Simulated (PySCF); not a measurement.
A series of derivatives of [SiH3][SiH2][SiH]([SiH3])[SiH3]

Parent skeleton `[SiH3:1][SiH2:2][SiH:3]([SiH3:4])[SiH3:5]`; one hydrogen on atom 4 is replaced by X. Hydrogens on one atom are averaged.

PySCF calculation with GFN2-xTB geometry and NMR shieldings at PBE0/pcSseg-1/GIAO; no relativistic terms, in vacuum, one averaged value for each set of equivalent atoms, a single conformation.

Chemical shifts δ = σref − σ; 29Si, 1H vs TMS, all at this level.

Parent (X = H): Si1 -115.6, Si2 -124.9, Si3 -146.0, Si4 -110.1, Si5 -110.1, H(Si1) 3.53, H(Si2) 3.48, H(Si3) 3.26, H(Si4) 3.60 ppm. Effects are Δδ = δ(X) − δ(H), positive for deshielding.

(1) Give Δδ (ppm) for X = Cl, NH2, vinyl, NHSiH3, CH2SiH3, CH2F, CN.

(2) Which position responds most, and to which substituents?

Results:

(1) 
| X | SMILES | Si1 | Si2 | Si3 | Si4 | Si5 | H(Si1) | H(Si2) | H(Si3) | H(Si4) |
| --- | --- | --- | --- | --- | --- | --- | --- | --- | --- | --- |
| Cl | [SiH3][SiH2][Si@@H]([SiH3])[SiH2]Cl | +2.4 | +0.1 | +16.0 | +84.7 | +0.0 | +0.09 | +0.08 | +0.18 | +1.77 |
| NH2 | N[SiH2][Si@@H]([SiH3])[SiH2][SiH3] | +1.7 | -3.5 | +0.8 | +64.4 | +1.4 | +0.04 | -0.01 | -0.17 | +1.61 |
| vinyl | C=C[SiH2][Si@H]([SiH3])[SiH2][SiH3] | -2.6 | +0.5 | +7.1 | +39.7 | -4.6 | -0.05 | +0.07 | +0.26 | +0.76 |
| NHSiH3 | [SiH3]N[SiH2][Si@H]([SiH3])[SiH2][SiH3] | +0.8 | +4.5 | +6.0 | +67.8 | -3.6 | +0.03 | +0.24 | +0.45 | +1.56 |
| CH2SiH3 | [SiH3]C[SiH2][Si@@H]([SiH3])[SiH2][SiH3] | +2.1 | -0.9 | +4.5 | +40.6 | +0.6 | +0.04 | -0.01 | +0.10 | +0.49 |
| CH2F | FC[SiH2][Si@@H]([SiH3])[SiH2][SiH3] | +0.2 | +8.1 | +2.3 | +38.5 | -2.9 | -0.06 | +0.17 | +0.30 | +0.41 |
| CN | N#C[SiH2][Si@@H]([SiH3])[SiH2][SiH3] | +2.9 | -7.6 | +8.2 | +13.9 | +1.6 | +0.06 | -0.12 | +0.17 | +0.72 |

(2) Si4: from +13.9 ppm with CN to +84.7 ppm with Cl.
